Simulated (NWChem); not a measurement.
Species: CH2N cation; SMILES C#[NH+]

```xyz
4

C     -0.0003     0.5958     0.0000
N      0.0005    -0.5327     0.0000
H     -0.0008     1.6789     0.0000
H      0.0030    -1.5477     0.0000
```
Atoms are numbered in this order, from 1.

All runs: NWChem. Pople sets run with spherical d functions. Geometry: optimised at PBE0-D3(BJ)/def2-TZVP. Atomic charges in e: unrestrained fits to the electrostatic potential beside Mulliken populations; the two definitions need not agree.

**Question.** What does the run give for Hartree-Fock/6-31G*? Quantities: ESP C1; Mulliken C1; ESP N2; Mulliken N2; relative RMS misfit of the potential (%).

**Answer.** 
| Item | Value |
|---|---|
| ESP C1 | 0.40 |
| Mulliken C1 | 0.47 |
| ESP N2 | -0.25 |
| Mulliken N2 | -0.48 |
| relative RMS misfit of the potential (%) | 1 |
